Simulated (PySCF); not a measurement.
Spin-rotation constants: `C#C[C@H]1[CH2][GeH2][N]1C=C`, C6H9GeN

Geometry (Å), atoms numbered from 1 in this order:
```xyz
17

C     0.5486    2.6848    1.4937
C    -0.0901    1.6986    1.2644
C    -0.8051    0.4808    0.9404
C    -1.8489    0.6835   -0.1846
Ge   -0.8324   -0.6140   -1.3004
N     0.0569   -0.5178    0.2984
C     1.1948   -1.0122    0.8799
C     2.0103   -1.8716    0.2812
H     1.0922    3.5558    1.7098
H    -1.2532    0.0844    1.8628
H    -2.8526    0.3897    0.1136
H    -1.8765    1.7101   -0.5434
H    -0.0331   -0.1549   -2.5053
H    -1.3929   -1.9926   -1.5960
H     1.3865   -0.6479    1.8833
H     2.8888   -2.2537    0.7642
H     1.7997   -2.2109   -0.7225
```

Level of theory: GIAO revPBE/3-21G magnetisability, rotational g tensor and spin-rotation constants, non-relativistic, gas phase in PySCF. Geometry: GFN2-xTB.

The calculation is non-relativistic, which matters for the atoms heavier than Zn.

**Question.** Give the nuclear spin-rotation constants along the inertial axes (H = +C I·J) beside the isotropic shieldings.

**Answer.** Rotational constants 1.8076, 1.3036, 0.8389 GHz. A star marks the isotopologue with that one atom substituted, in its own axes.
| atom | isotope | Caa (kHz) | Cbb (kHz) | Ccc (kHz) | mean (kHz) | σ (ppm) |
| --- | --- | --- | --- | --- | --- | --- |
| N6 | 14N | 0.113 | 0.043 | 0.051 | 0.069 | 205.4 |
| H9 | 1H | -0.042 | -0.165 | -0.067 | -0.091 | 31.0 |
| H10 | 1H | -0.182 | -0.135 | 0.035 | -0.094 | 28.4 |
| H11 | 1H | -0.206 | -0.100 | -0.013 | -0.106 | 30.7 |
| H12 | 1H | -0.175 | -0.071 | -0.052 | -0.099 | 31.1 |
| H13 | 1H | -0.158 | -0.117 | 0.032 | -0.081 | 26.9 |
| H14 | 1H | 0.002 | -0.113 | -0.048 | -0.053 | 27.1 |
| H15 | 1H | 0.095 | -0.115 | -0.085 | -0.035 | 27.1 |
| H16 | 1H | -0.182 | 0.072 | -0.107 | -0.072 | 29.4 |
| H17 | 1H | 0.047 | -0.118 | -0.093 | -0.055 | 29.5 |
| C1 | 13C* | 0.234 | 0.310 | 0.152 | 0.232 | 138.4 |
| C2 | 13C* | 0.178 | 0.385 | 0.169 | 0.244 | 129.4 |
| C3 | 13C* | 0.303 | 0.171 | 0.156 | 0.210 | 153.4 |
| C4 | 13C* | 0.169 | 0.151 | 0.112 | 0.144 | 185.0 |
| Ge5 | 73Ge* | -0.355 | -0.225 | -0.161 | -0.247 | 1868.3 |
| C7 | 13C* | 0.577 | 0.402 | 0.134 | 0.371 | 87.0 |
| C8 | 13C* | 0.382 | 0.332 | 0.099 | 0.271 | 132.1 |

For the geometry as given, no vibrational averaging.
